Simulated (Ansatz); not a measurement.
`C[SiH](Cl)[SbH2]` + `NC=O` → `O=C[NH][SbH2]` + `C[SiH2]Cl` at 400 K and 1 bar (cleavage of the Sb–Si bond).

Isolated molecules relaxed with PBE0-D4/def2-TZVP in Ansatz; ΔE leaves out vibrations. CCSD(T)/CBS adds triple-zeta CCSD(T) − MP2 to the extrapolated MP2 energy (def2 sets, frozen cores). This one scheme is used for every species. def2 core potentials past Kr. For Sb outer-core shells are correlated without core-valence functions, which leaves a few kJ/mol of doubt a bond. One conformer a species, not always the lowest.

```
           species  CCSD(T)/CBS energy (Eh)  H − E (kJ/mol)  S (J/(mol·K))
`C[SiH](Cl)[SbH2]`              -1030.59494           196.0          413.7
            `NC=O`               -169.73435           138.1          273.8
   `O=C[NH][SbH2]`               -410.33905           156.2          351.8
       `C[SiH2]Cl`               -789.97638           169.2          322.9
```

H − E and S are ideal-gas, rigid-rotor, harmonic terms from PBE0-D4/def2-TZVP, for one conformer and one mirror image of each species. 1 Eh = 2625.50 kJ/mol, R = 8.31446 J/(mol·K).

Problem. By hand: ΔE, ΔH, ΔS and ΔG.

Solution. ΔE = (-410.33905) + (-789.97638) − (-1030.59494) − (-169.73435) = 0.01386 Eh = 36.4 kJ/mol. Δ(H − E) = 156.2 + 169.2 − 196.0 − 138.1 = -8.7, so ΔH = 27.7 kJ/mol. ΔS = 351.8 + 322.9 − 413.7 − 273.8 = -12.8 J/(mol·K). ΔG = 27.7 − 400 × (-12.8)/1000 = 32.8 kJ/mol.

Problem. By hand: the equilibrium constant, and the temperature at which ΔG would vanish if ΔH and ΔS stayed fixed.

Solution. log₁₀ K = −ΔG/(RT ln 10) = -4.3. ΔH and −TΔS have one sign here, so there is no such temperature.

The number of gas molecules stays the same, so ΔS is small and ΔH decides. A doubt of 5 kJ/mol in ΔE shifts log₁₀ K by 0.7 here. Other conformers and mirror images would add mixing entropy, several J/(mol·K) or more a flexible species. These are equilibria of isolated gas molecules and say nothing of rates. Largest T1 diagnostic: 0.017 (customary marks: 0.02 for closed shells, 0.045 for open ones).

ΔS is within the doubt of such terms, so its sign, and with it that verdict, could turn.
